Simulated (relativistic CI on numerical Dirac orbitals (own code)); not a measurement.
## Spin-allowed bands of a d7 ion in an octahedral site, by hand

Problem. Take Δ = 6600 cm⁻¹ and B = 630 cm⁻¹ for a high-spin d7 ion in an octahedral site. Calculate the three spin-allowed bands.

Working.
1. The terms of highest spin are 4F (energy 0) and 4P (15B = 9450 cm⁻¹). Here the F term splits into A2 at +1.2Δ = 7920, T2 at +0.2Δ = 1320 and T1 at −0.6Δ = -3960 cm⁻¹.
2. The two T1 states mix through the element 0.4Δ: H = [[-3960, 2640], [2640, 9450]], with roots ½(H₁₁ + H₂₂) ∓ ½√[(H₂₂ − H₁₁)² + 4H₁₂²] = ½(5490) ∓ ½(14412) = -4461 and 9951 cm⁻¹.
3. The ground term is 4T1 at -4461 cm⁻¹.
4. Bands: 4T2 5781 cm⁻¹ (1730 nm), 4A2 12381 cm⁻¹ (808 nm), 4T1(P) 14412 cm⁻¹ (694 nm).

Check. Exact diagonalisation of the whole d7 shell with these parameters gives 4T2 5781, 4A2 12381, 4T1 14412 cm⁻¹. The match is exact, since without spin-orbit coupling no other term has this spin. The ratio of the second band to the first, 2.142, depends on Δ/B = 10.5 alone, which is how a Tanabe-Sugano diagram is read.
